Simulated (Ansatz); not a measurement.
Ansatz (an electronic-structure program) input for siletan-1-amine (C₃H₉NSi), SMILES N[SiH]1CCC1, PBE0-D3(BJ)/def2-SVP. 

Ansatz 0.2 input:
```yaml
crystal:
  periodic: [false, false, false]
  atoms:
    - {symbol: N, position_ang: [2.06481664, -0.36601420, -0.30415751]}
    - {symbol: Si, position_ang: [0.60169736, 0.42948162, 0.13581842]}
    - {symbol: C, position_ang: [-0.94980048, 0.49427677, -0.99169053]}
    - {symbol: C, position_ang: [-1.78096035, -0.23802400, 0.08164737]}
    - {symbol: C, position_ang: [-0.65761256, -0.68174753, 1.03989427]}
    - {symbol: H, position_ang: [2.02503695, -1.29076680, -0.70179965]}
    - {symbol: H, position_ang: [2.80090847, 0.16563346, -0.73657106]}
    - {symbol: H, position_ang: [1.00359643, 1.69253127, 0.75124742]}
    - {symbol: H, position_ang: [-1.35843161, 1.46276664, -1.27123507]}
    - {symbol: H, position_ang: [-0.86673789, -0.09259712, -1.90599583]}
    - {symbol: H, position_ang: [-2.36802817, -1.06695762, -0.31368992]}
    - {symbol: H, position_ang: [-2.46342205, 0.45051009, 0.57834494]}
    - {symbol: H, position_ang: [-0.86826425, -0.47109476, 2.08503624]}
    - {symbol: H, position_ang: [-0.45189683, -1.74769993, 0.96320095]}
basis:
  gaussian:
    orbitals: def2-SVP
hamiltonian:
  xc: pbe0
  dispersion: d3bj
relax: {f_tol: 0.002, max_steps: 200}
```

Output:

```
WARN ansatz: RAYON_NUM_THREADS=1 ignored (pool sized by the plan → 1); use --threads N
Functional definition: PBE0
integrals: 0.09 GiB planned
1324 factors; integrals over basis functions are off by at most 3.8e-4 eV
mean field: 0.53 GiB planned
mean field evaluation 1: about -12599.6587 eV, gradient 7.0e1 eV
mean field evaluation 2: about -12593.3156 eV, gradient 8.5e1 eV
mean field evaluation 4: about -12610.7967 eV, gradient 1.7e0 eV
mean field evaluation 8: about -12610.8195 eV, gradient 1.4e-1 eV
mean field evaluation 16: about -12610.8195 eV, gradient 2.8e-5 eV
mean field -12610.81950682 eV, -463.4390689553 hartree, gradient 2.8e-5 eV, S^2 0.000000; 0 other end points of the search recorded, 0 dependent functions left out
the calculation of the forces begins
reference -12610.81953570 eV, -463.4390700163 hartree; 24, 24 occupied and 95, 95 virtual orbitals, 1324 factors
relax step   1: F+E_penalty+E_count = -12611.08979506 eV  Δ(F+E_penalty+E_count) = +0.000e0 eV  max|allowed force component| = 1.041e0 eV/Å  Δτ_max = 0.0000 Å  (25 SCF iters, accepted)
these checks for a lower state are left out or cut short: starts, cluster_reference, orbital_swaps, neighbouring_geometries, increment
integrals: 0.09 GiB planned
1324 factors; integrals over basis functions are off by at most 4.1e-4 eV
mean field: 0.53 GiB planned
mean field -12610.90284227 eV, -463.4421314763 hartree, gradient 5.7e-5 eV, S^2 0.000000; 0 other end points of the search recorded, 0 dependent functions left out
the calculation of the forces begins
[...]
the calculation of the forces begins
reference -12610.92693376 eV, -463.4430168222 hartree; 24, 24 occupied and 95, 95 virtual orbitals, 1324 factors
relax step   4: F+E_penalty+E_count = -12611.19623617 eV  Δ(F+E_penalty+E_count) = -9.900e-3 eV  max|allowed force component| = 2.341e-1 eV/Å  Δτ_max = 0.1326 Å  (27 SCF iters, accepted)
these checks for a lower state are left out or cut short: starts, cluster_reference, orbital_swaps, neighbouring_geometries, increment
integrals: 0.09 GiB planned
1324 factors; integrals over basis functions are off by at most 4.2e-4 eV
mean field: 0.53 GiB planned
mean field -12610.93499465 eV, -463.4433130548 hartree, gradient 9.9e-6 eV, S^2 0.000000; 0 other end points of the search recorded, 0 dependent functions left out
the calculation of the forces begins
reference -12610.93502386 eV, -463.4433141279 hartree; 24, 24 occupied and 95, 95 virtual orbitals, 1324 factors
relax step   5: F+E_penalty+E_count = -12611.20395936 eV  Δ(F+E_penalty+E_count) = -7.723e-3 eV  max|allowed force component| = 3.702e-1 eV/Å  Δτ_max = 0.1864 Å  (26 SCF iters, accepted)
these checks for a lower state are left out or cut short: starts, cluster_reference, orbital_swaps, neighbouring_geometries, increment
integrals: 0.09 GiB planned
1324 factors; integrals over basis functions are off by at most 4.2e-4 eV
mean field: 0.53 GiB planned
mean field -12610.94738721 eV, -463.4437684730 hartree, gradient 5.1e-5 eV, S^2 0.000000; 0 other end points of the search recorded, 0 dependent functions left out
the calculation of the forces begins
reference -12610.94741638 eV, -463.4437695446 hartree; 24, 24 occupied and 95, 95 virtual orbitals, 1324 factors
relax step   6: F+E_penalty+E_count = -12611.21673745 eV  Δ(F+E_penalty+E_count) = -1.278e-2 eV  max|allowed force component| = 2.048e-1 eV/Å  Δτ_max = 0.0527 Å  (24 SCF iters, accepted)
these checks for a lower state are left out or cut short: starts, cluster_reference, orbital_swaps, neighbouring_geometries, increment
integrals: 0.09 GiB planned
1324 factors; integrals over basis functions are off by at most 4.2e-4 eV
mean field: 0.53 GiB planned
mean field -12610.94664849 eV, -463.4437413253 hartree, gradient 6.4e-5 eV, S^2 0.000000; 0 other end points of the search recorded, 0 dependent functions left out
the calculation of the forces begins
reference -12610.94667760 eV, -463.4437423951 hartree; 24, 24 occupied and 95, 95 virtual orbitals, 1324 factors
relax step   7: F+E_penalty+E_count = -12611.21522767 eV  Δ(F+E_penalty+E_count) = +1.510e-3 eV  max|allowed force component| = 4.712e-1 eV/Å  Δτ_max = 0.1042 Å  (24 SCF iters, rejected (line search))
these checks for a lower state are left out or cut short: starts, cluster_reference, orbital_swaps, neighbouring_geometries, increment
integrals: 0.09 GiB planned
1324 factors; integrals over basis functions are off by at most 4.1e-4 eV
mean field: 0.53 GiB planned
mean field -12610.95367549 eV, -463.4439995627 hartree, gradient 5.3e-5 eV, S^2 0.000000; 0 other end points of the search recorded, 0 dependent functions left out
the calculation of the forces begins
reference -12610.95370457 eV, -463.4440006315 hartree; 24, 24 occupied and 95, 95 virtual orbitals, 1324 factors
relax step   8: F+E_penalty+E_count = -12611.22318004 eV  Δ(F+E_penalty+E_count) = -6.443e-3 eV  max|allowed force component| = 6.593e-2 eV/Å  Δτ_max = 0.0520 Å  (23 SCF iters, accepted)
these checks for a lower state are left out or cut short: starts, cluster_reference, orbital_swaps, neighbouring_geometries, increment
integrals: 0.09 GiB planned
1324 factors; integrals over basis functions are off by at most 4.1e-4 eV
mean field: 0.53 GiB planned
mean field -12610.95692791 eV, -463.4441190872 hartree, gradient 5.8e-5 eV, S^2 0.000000; 0 other end points of the search recorded, 0 dependent functions left out
the calculation of the forces begins
reference -12610.95695700 eV, -463.4441201562 hartree; 24, 24 occupied and 95, 95 virtual orbitals, 1324 factors
relax step   9: F+E_penalty+E_count = -12611.22652541 eV  Δ(F+E_penalty+E_count) = -3.345e-3 eV  max|allowed force component| = 6.507e-2 eV/Å  Δτ_max = 0.0838 Å  (23 SCF iters, accepted)
these checks for a lower state are left out or cut short: starts, cluster_reference, orbital_swaps, neighbouring_geometries, increment
integrals: 0.09 GiB planned
1324 factors; integrals over basis functions are off by at most 3.9e-4 eV
mean field: 0.53 GiB planned
mean field evaluation 64: about -12610.6325 eV, gradient 3.6e-4 eV
mean field -12610.63253718 eV, -463.4321979475 hartree, gradient 1.4e-5 eV, S^2 0.000000; 0 other end points of the search recorded, 0 dependent functions left out
the calculation of the forces begins
reference -12610.63256547 eV, -463.4321989873 hartree; 24, 24 occupied and 95, 95 virtual orbitals, 1324 factors
relax step  10: F+E_penalty+E_count = -12610.90348258 eV  Δ(F+E_penalty+E_count) = +3.230e-1 eV  max|allowed force component| = 1.903e0 eV/Å  Δτ_max = 0.0973 Å  (27 SCF iters, rejected (line search))
these checks for a lower state are left out or cut short: starts, cluster_reference, orbital_swaps, neighbouring_geometries, increment
integrals: 0.09 GiB planned
1324 factors; integrals over basis functions are off by at most 4.1e-4 eV
mean field: 0.53 GiB planned
mean field -12610.95790905 eV, -463.4441551435 hartree, gradient 5.3e-5 eV, S^2 0.000000; 0 other end points of the search recorded, 0 dependent functions left out
the calculation of the forces begins
reference -12610.95793809 eV, -463.4441562104 hartree; 24, 24 occupied and 95, 95 virtual orbitals, 1324 factors
relax step  11: F+E_penalty+E_count = -12611.22754708 eV  Δ(F+E_penalty+E_count) = -1.022e-3 eV  max|allowed force component| = 4.779e-2 eV/Å  Δτ_max = 0.0373 Å  (24 SCF iters, accepted)
these checks for a lower state are left out or cut short: starts, cluster_reference, orbital_swaps, neighbouring_geometries, increment
integrals: 0.09 GiB planned
1324 factors; integrals over basis functions are off by at most 4.1e-4 eV
mean field: 0.53 GiB planned
mean field -12610.95813371 eV, -463.4441633993 hartree, gradient 5.1e-5 eV, S^2 0.000000; 0 other end points of the search recorded, 0 dependent functions left out
the calculation of the forces begins
reference -12610.95816273 eV, -463.4441644658 hartree; 24, 24 occupied and 95, 95 virtual orbitals, 1324 factors
relax step  12: F+E_penalty+E_count = -12611.22771456 eV  Δ(F+E_penalty+E_count) = -1.675e-4 eV  max|allowed force component| = 1.716e-2 eV/Å  Δτ_max = 0.0208 Å  (25 SCF iters, accepted)
these checks for a lower state are left out or cut short: starts, cluster_reference, orbital_swaps, neighbouring_geometries, increment
integrals: 0.09 GiB planned
1324 factors; integrals over basis functions are off by at most 4.1e-4 eV
mean field: 0.53 GiB planned
mean field -12610.95820587 eV, -463.4441660512 hartree, gradient 2.2e-5 eV, S^2 0.000000; 0 other end points of the search recorded, 0 dependent functions left out
the calculation of the forces begins
reference -12610.95823488 eV, -463.4441671174 hartree; 24, 24 occupied and 95, 95 virtual orbitals, 1324 factors
relax step  13: F+E_penalty+E_count = -12611.22775712 eV  Δ(F+E_penalty+E_count) = -4.255e-5 eV  max|allowed force component| = 1.151e-2 eV/Å  Δτ_max = 0.0095 Å  (22 SCF iters, accepted)
these checks for a lower state are left out or cut short: starts, cluster_reference, orbital_swaps, neighbouring_geometries, increment
integrals: 0.09 GiB planned
1324 factors; integrals over basis functions are off by at most 4.1e-4 eV
mean field: 0.53 GiB planned
mean field -12610.95819844 eV, -463.4441657782 hartree, gradient 4.1e-5 eV, S^2 0.000000; 0 other end points of the search recorded, 0 dependent functions left out
the calculation of the forces begins
reference -12610.95822746 eV, -463.4441668445 hartree; 24, 24 occupied and 95, 95 virtual orbitals, 1324 factors
relax step  14: F+E_penalty+E_count = -12611.22776371 eV  Δ(F+E_penalty+E_count) = -6.592e-6 eV  max|allowed force component| = 2.926e-3 eV/Å  Δτ_max = 0.0016 Å  (18 SCF iters, accepted)
these checks for a lower state are left out or cut short: starts, cluster_reference, orbital_swaps, neighbouring_geometries, increment
integrals: 0.09 GiB planned
1324 factors; integrals over basis functions are off by at most 4.1e-4 eV
mean field: 0.53 GiB planned
mean field -12610.95821082 eV, -463.4441662330 hartree, gradient 2.5e-5 eV, S^2 0.000000; 0 other end points of the search recorded, 0 dependent functions left out
the calculation of the forces begins
reference -12610.95823983 eV, -463.4441672993 hartree; 24, 24 occupied and 95, 95 virtual orbitals, 1324 factors
relax step  15: F+E_penalty+E_count = -12611.22776549 eV  Δ(F+E_penalty+E_count) = -1.787e-6 eV  max|allowed force component| = 1.567e-3 eV/Å  Δτ_max = 0.0011 Å  (18 SCF iters, accepted)
integrals: 0.09 GiB planned
1324 factors; integrals over basis functions are off by at most 4.1e-4 eV
mean field: 0.53 GiB planned
mean field evaluation 96: about -12610.8974 eV, gradient 4.3e0 eV
mean field -12610.95821082 eV, -463.4441662330 hartree, gradient 2.5e-5 eV, S^2 0.000000; 1 other end points of the search recorded, 0 dependent functions left out
the calculation of the forces begins
reference -12610.95823983 eV, -463.4441672993 hartree; 24, 24 occupied and 95, 95 virtual orbitals, 1324 factors
Total energy: -12611.22779451 eV, -463.4540732510 hartree
Atom 0 at     2.103707    -0.262154    -0.353416 Å, force    -0.000969    -0.000974    -0.000200 eV/Å
Atom 1 at     0.544868     0.319070     0.091799 Å, force     0.000457     0.001567     0.000735 eV/Å
Atom 2 at    -0.963746     0.367145    -1.061080 Å, force     0.000188    -0.000152     0.000053 eV/Å
Atom 3 at    -1.790211    -0.091981     0.168784 Å, force    -0.000581     0.000163     0.000132 eV/Å
Atom 4 at    -0.687092    -0.780752     1.015339 Å, force     0.000347    -0.000074    -0.000061 eV/Å
Atom 5 at     2.243090    -1.123000    -0.867397 Å, force     0.000170    -0.000176    -0.000169 eV/Å
Atom 6 at     2.900558     0.356998    -0.425911 Å, force     0.000313     0.000419     0.000091 eV/Å
Atom 7 at     0.787986     1.635213     0.760634 Å, force    -0.000426    -0.000383    -0.000268 eV/Å
Atom 8 at    -1.294311     1.285404    -1.567828 Å, force     0.000388    -0.000295     0.000050 eV/Å
Atom 9 at    -0.906335    -0.439134    -1.812515 Å, force     0.000010     0.000147    -0.000075 eV/Å
Atom 10 at    -2.657803    -0.730262    -0.067937 Å, force    -0.000029     0.000125     0.000138 eV/Å
Atom 11 at    -2.180345     0.787463     0.707575 Å, force    -0.000135    -0.000172    -0.000170 eV/Å
Atom 12 at    -0.801913    -0.748121     2.108279 Å, force     0.000240    -0.000088    -0.000342 eV/Å
Atom 13 at    -0.567552    -1.835592     0.713723 Å, force     0.000028    -0.000106     0.000085 eV/Å
Dipole moment:     0.210691    -0.102311    -0.180240 e Å
```

The calculation finished and met its thresholds.
